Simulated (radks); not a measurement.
Species: Br+. Configuration: [Ar] 3d8 4s2 4p6 (not the ground configuration). Calculated with a radial shooting solver on a logarithmic mesh with Libxc functionals: scalar-relativistic Kohn-Sham, PBE, spin-polarised, spherical densities, point nucleus; open shells are filled with parallel spins first.

X-ray form factor f0, the Fourier transform of the density (f0(0) = 34):

| sin(theta)/lambda (1/angstrom) | f0 (electrons) |
|---|---|
| 0.05 | 33.406 |
| 0.1 | 31.795 |
| 0.15 | 29.579 |
| 0.2 | 27.200 |
| 0.25 | 24.968 |
| 0.3 | 23.021 |
| 0.4 | 19.963 |
| 0.5 | 17.607 |
| 0.6 | 15.559 |
| 0.8 | 12.006 |
| 1 | 9.356 |
| 1.25 | 7.331 |
| 1.5 | 6.228 |
| 2 | 4.943 |
